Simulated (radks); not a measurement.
V9+, 14 electrons, occupied as [Ne] 3s2 3p2 (the NIST ground configuration).

Calculated with a radial shooting solver on a logarithmic mesh with Libxc functionals: Dirac Kohn-Sham, PBE, spin-unpolarised, spherical densities, finite nucleus; open shells are shared between the two j in proportion to 2j + 1; Fermi nuclear charge, rms radius 3.6002 fm.

Energy parts (hartree):
| part | energy |
|---|---|
| total | -918.82339 |
| kinetic | 929.28120 |
| electron-nucleus | -2079.57245 |
| Hartree | 270.55905 |
| exchange-correlation | -39.09118 |

Orbitals (lengths in bohr, moments of r in powers of bohr):
orbital,occ.,eigenvalue (hartree),<1/r>
1s1/2,2,-204.9947,22.84
2s1/2,2,-29.71996,4.842
2p1/2,2,-26.28795,4.778
2p3/2,4,-26.02318,4.712
3s1/2,2,-8.92608,1.701
3p1/2,0.666667,-7.91940,1.627
3p3/2,1.33333,-7.87403,1.614

The highest occupied level is 3p3/2 at -214.26 eV. Summed over all electrons, <r^2> = 4.044 bohr^2, which gives a Langevin (diamagnetic) susceptibility term of -3.2 x 10^-6 cm^3/mol.
